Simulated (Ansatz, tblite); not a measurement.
Cost and result up the ladder for the cluster TiCl3 (4 atoms). The state is a doublet with charge 0. Geometry: PBE-D4/def2-SVP.

```xyz
4

Ti   -0.001    0.002    0.000
Cl    0.060    1.432   -1.657
Cl    0.722    0.584    1.983
Cl   -0.780   -2.018   -0.326
```

Ansatz on 4 threads of Arm Neoverse V2 on a shared host; xTB runs through tblite on one thread. Times are rough, summed over both states, and most runs start from the orbitals of an earlier one. RPA@PBE/def2-TZVP serves as the yardstick here, not as an exact answer. The other state is a quartet at its own geometry.

The xTB rows come from tblite. B3LYP takes the VWN-RPA correlation. Correlated methods freeze 20 core orbitals; core or outer-core shells of Ti are correlated, in sets that lack core-valence functions. In the quartet, Cl3 and Cl4 lie 2.72 Å apart (atoms count from 1), so these atoms are partly bonded to each other. The structure comes from a short search, and lower isomers may exist.

Run but left out: HF/def2-TZVP, MP2/def2-TZVP, CCSD/def2-TZVP, CCSD(T)/def2-TZVP (flagged by the program: other roots).

xTB has no spin-polarisation term.

| level | functions | wall time | quartet − doublet (eV) | difference from RPA@PBE/def2-TZVP (eV) |
| --- | --- | --- | --- | --- |
| GFN2-xTB | 36 | 0.007 s | 3.86 | 0.58 |
| GFN1-xTB | 36 | 0.008 s | 3.57 | 0.29 |
| LDA (SPW92)/def2-TZVP | 156 | 3.7 s | 3.70 | 0.42 |
| RPA@PBE/def2-TZVP | 156 | 8 s | 3.28 | 0.00 |
| PBE-D4/def2-TZVP | 156 | 8.3 s | 3.47 | 0.19 |
| B3LYP-D4/def2-TZVP (with forces) | 156 | 15 s | 3.26 | -0.03 |
| BHLYP-D4/def2-TZVP | 156 | 17 s | 3.01 | -0.27 |
| PBE0-D4/def2-TZVP | 156 | 19 s | 3.26 | -0.03 |
| r2SCAN-D4/def2-TZVP | 156 | 22 s | 3.40 | 0.12 |
| B97M-V/def2-TZVP | 156 | 37 s | 3.42 | 0.14 |
| r2SCAN0-D4/def2-TZVP | 156 | 40 s | 3.17 | -0.12 |
